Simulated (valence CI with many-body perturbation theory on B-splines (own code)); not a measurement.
**Xe20+: magnetic and hyperfine properties of the levels**

Computed by relativistic CI+MBPT: six valence electrons over a frozen Dirac-Fock core [Ar] 3d10, a basis of 9 s, 9 p, 8 d, 6 f, 3 g, 1 h functions for each j, with the one-electron correlation potential Σ1, the two-electron term Σ2, the three-electron term Σ3, Breit, model QED; selected CI, second order for the rest, scaled by the run's own slope (own B-spline code, finite nucleus).

No measured levels were compared; by estimate levels hold to about 250 cm⁻¹ or 0.2 % of their energy and the worst to 1 %, as in measured heavy ions of charge 2 to 7; those with d or f electrons hold less well. Among the levels kept, up to 990 cm⁻¹ of a level comes from second order outside the variational space, and about a tenth of that is noise between levels of different J, which matters for small intervals.

A/g_I is the dipole constant over the nuclear g factor μ/I (μ in nuclear magnetons, uniformly magnetised nucleus), B/Q the quadrupole constant per barn. Both hold the static response of the core; the bare values leave it out. Large factors of s and p1/2 electrons are usually good to 5 to 10 %; those of open d and f shells near neutrality can be off by tens of per cent, and small factors of p3/2, d and f electrons come from cancelling terms and can be off by a factor of two or in sign, in half-filled shells by more. B is blank for J = 1/2, where it vanishes, and for nearly pure S terms. Energies count from the lowest level. Levels with J = 0 are left out.

Levels are named by their leading jj configuration (3d3/2^4 stands for four electrons in 3d with j = 3/2), which in mixed levels can hold well under half, so a name can repeat and another be missing. Letters in brackets count levels of one name in rising energy.

```tsv
Level	E (cm⁻¹)	g	A/g_I (MHz)	A/g_I bare	B/Q (MHz/b)	B/Q bare
(4s^2 4p1/2^2 4p3/2^2) J=2	0	1.381	13500	12700	8360	7940
(4s^2 4p1/2 4p3/2^3) J=1	120120	1.500	-4720	-4700	-13000	-12400
(4s^2 4p1/2 4p3/2^3) J=2	143310	1.117	32700	31200	-34500	-32800
(4s 4p1/2^2 4p3/2^3) J=2	534150	1.498	75300	71800	-24100	-22900
(4s 4p1/2^2 4p3/2^3) J=1	576630	1.341	-17300	-16600	2860	2730
(4s^2 4p1/2^2 4p3/2 4d3/2) J=2	671680	1.069	9370	8940	-2110	-2000
(4s^2 4p1/2^2 4p3/2 4d3/2) J=3	679170	1.265	7640	7310	11500	10900
(4s^2 4p1/2^2 4p3/2 4d3/2) J=1	688850	1.334	29000	27700	-7390	-7010
(4s^2 4p1/2^2 4p3/2 4d5/2) J=4	699790	1.348	5050	4820	14400	13600
(4s 4p1/2 4p3/2^4) J=1	705540	1.184	105000	100000	-12700	-12000
(4s^2 4p1/2^2 4p3/2 4d5/2) J=2	718670	1.306	4070	3980	-10500	-9950
(4s^2 4p1/2^2 4p3/2 4d5/2) J=3	750920	1.079	6160	5950	17500	16600
(4s^2 4p1/2 4p3/2^2 4d3/2) J=1 [a]	770310	0.767	9740	9560	90.3	80.1
(4s^2 4p1/2 4p3/2^2 4d3/2) J=2 [a]	777600	0.980	21600	20700	-21200	-20100
(4s^2 4p1/2 4p3/2^2 4d3/2) J=3 [a]	789380	1.140	18400	17600	-12600	-11900
(4s^2 4p1/2 4p3/2^2 4d3/2) J=1 [b]	794640	0.693	11200	10800	-4520	-4290
(4s^2 4p1/2 4p3/2^2 4d5/2) J=3 [a]	800790	1.260	121	159	8780	8330
(4s^2 4p1/2 4p3/2^2 4d5/2) J=4 [a]	806670	1.195	9060	8710	10100	9580
(4s^2 4p1/2 4p3/2^2 4d3/2) J=4	815500	1.180	11800	11300	13800	13100
(4s^2 4p1/2 4p3/2^2 4d5/2) J=4 [b]	831450	1.115	17100	16400	-4090	-3890
(4s^2 4p1/2 4p3/2^2 4d3/2) J=2 [b]	838480	0.915	23600	22600	12600	12000
(4s^2 4p1/2 4p3/2^2 4d5/2) J=5	838770	1.199	15600	14900	5250	4980
(4s^2 4p1/2 4p3/2^2 4d5/2) J=1 [a]	856120	1.266	14300	13900	3380	3220
(4s^2 4p1/2 4p3/2^2 4d5/2) J=2 [a]	875530	1.242	-6760	-6270	20800	19700
(4s^2 4p1/2 4p3/2^2 4d3/2) J=2 [c]	883330	1.178	12100	11600	8760	8310
(4s^2 4p1/2 4p3/2^2 4d5/2) J=3 [b]	890500	1.126	15700	15100	10600	10100
(4s^2 4p1/2 4p3/2^2 4d5/2) J=3 [c]	896950	1.156	11800	11300	663	628
(4s^2 4p1/2 4p3/2^2 4d3/2) J=1 [c]	901620	1.278	12500	11700	-10000	-9520
(4s^2 4p1/2 4p3/2^2 4d5/2) J=2 [b]	904020	1.158	19500	18700	-207	-212
(4s^2 4p1/2 4p3/2^2 4d5/2) J=1 [b]	920380	1.622	19900	19100	1100	1050
(4s^2 4p1/2 4p3/2^2 4d3/2) J=3 [b]	921230	1.139	10400	9950	4970	4730
(4s^2 4p1/2 4p3/2^2 4d3/2) J=1 [d]	952690	0.910	-4670	-4210	4070	3870
```

Question: Take the isotope of mass number 131, with I = 3/2, μ = 0.69185 μN and Q = -0.114 b. What is the hyperfine structure of (4s 4p1/2^2 4p3/2^3) J=1?

Answer: From the table A = -7990 MHz, B = -326 MHz. Shifts from the centre of gravity in MHz: F = 1/2: 19600, F = 3/2: 8320, F = 5/2: -12100.
